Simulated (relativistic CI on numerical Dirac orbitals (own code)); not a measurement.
## Hyperfine structure of P12+, mass number 31

Method of calculation: Dirac-Coulomb-Breit CI, orbitals from a KLI potential per configuration, a model potential for QED, unscaled Slater integrals (own radial code, finite nucleus).

Configurations in the expansion (outside the closed core 1s2): 2s, 2p, 3s, 3p, 3d, 4s, 4p, 4d, 4f, 5s, 5p, 5d, 5f, 5g. Levels of other configurations are missing.

Nuclear spin I = 1/2, μ = 1.13093 μN (tables of Stone and Pyykkö). The electronic factors are computed for point nuclear moments, without core polarisation or the Bohr-Weisskopf and QED corrections.

```tsv
Level	E (cm⁻¹)	A (GHz)
2s 2S_1/2	0	201.3
2p 2P°_1/2	209256	60.37
2p 2P°_3/2	220417	11.85
3s 2S_1/2	2787998	58.67
3p 2P°_1/2	2845730	18.29
3p 2P°_3/2	2849007	3.589
3d 2D_3/2	2869720	1.9
3d 2D_5/2	2870750	0.8122
```

Levels with J = 0, under 50 % of one LS term, or S terms without an open s electron are left out. Small factors come from cancelling terms and can be off by tens of per cent or more.

At this charge energies of transitions that change n are usually good to better than 1 %, and those within a shell (Δn = 0) to a few per cent.

Q: Give the hyperfine levels of 2s 2S_1/2 relative to its centre of gravity.

A: With K = F(F + 1) − I(I + 1) − J(J + 1), E = AK/2: F = 0: -151, F = 1: 50.32 GHz.
